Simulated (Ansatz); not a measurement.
Consider the isomerisation: `CC(C)[NH][Zr]([F])([F])[NH]C(C)C` → `C[N](C)[Zr]([F])([F])[NH]C(C)(C)C`.

Program: Ansatz. Geometries: PBE0-D4/def2-TZVP. ΔE: electronic, gas phase. CCSD(T)/CBS adds triple-zeta CCSD(T) − MP2 to the extrapolated MP2 energy (def2 sets, frozen cores). Functionals use def2-TZVPP. B3LYP here is the variant with VWN-RPA as its local correlation; programs differ in this. HSE06 is defined as in plane-wave codes. def2 core potentials past Kr. For Zr outer-core shells are correlated without core-valence functions, which leaves a few kJ/mol of doubt a bond. Each species was taken in one conformer, which may not be the lowest.

```tsv
level	ΔE (kcal/mol)	difference from CCSD(T)/CBS
LDA (SPW92)	7.5	-0.7
PBE-D4	7.3	-0.9
BLYP-D4	6.6	-1.6
B97M-V	7.9	-0.3
PBE0-D4	7.9	-0.3
B3LYP-D4	7.3	-0.9
r2SCANh-D4	8.0	-0.2
r2SCAN0-D4	8.2	0.0
HSE06-D4	7.9	-0.3
BHLYP-D4	8.0	-0.2
CAM-B3LYP-D4	7.8	-0.4
ωB97X-V	7.9	-0.3
ωB97M-V	8.2	0.0
B2PLYP	8.0	-0.2
PBE-QIDH	8.2	0.0
PBE	8.2	0.0
revPBE	8.5	0.3
BLYP	8.3	0.1
r2SCAN	8.1	-0.1
B3LYP	8.6	0.4
r2SCANh	8.3	0.1
r2SCAN0	8.6	0.4
BHLYP	9.1	0.9
CAM-B3LYP	8.7	0.5
LC-ωPBE	9.1	0.9
RPA@PBE/def2-TZVPP	6.8	-1.4
HF/def2-SVP	8.3	0.1
MP2/def2-SVP	6.0	-2.2
CCSD/def2-SVP	6.5	-1.7
CCSD(T)/def2-SVP	6.0	-2.2
HF/def2-TZVPP	9.8	1.6
MP2/def2-TZVPP	6.9	-1.3
SCS-MP2/def2-TZVPP	7.2	-1.0
CCSD/def2-TZVPP	8.0	-0.2
CCSD(T)/def2-TZVPP	7.4	-0.8
HF/def2-QZVPP	9.7	1.5
MP2/def2-QZVPP	7.4	-0.8
SCS-MP2/def2-QZVPP	7.6	-0.6
HF/CBS(def2)	9.7	1.5
CCSD/CBS(def2)	8.8	0.6
CCSD(T)/CBS	8.2	0
```

Largest T1 diagnostic among the species: 0.015.

Leaving LDA and LC-ωPBE aside and taking each functional with its dispersion term where it has one, the values, not all of them listed here, spread over 1.6 kcal/mol, from revPBE-D4 to ωB97M-V. LDA lies −0.7 kcal/mol from PBE without D4. The D4 term adds −1.3 kcal/mol with B3LYP and −0.8 kcal/mol with PBE0; it sums over pairs of atoms, weighted by their polarisabilities, and B3LYP, whose exchange is more repulsive, gets the larger term.
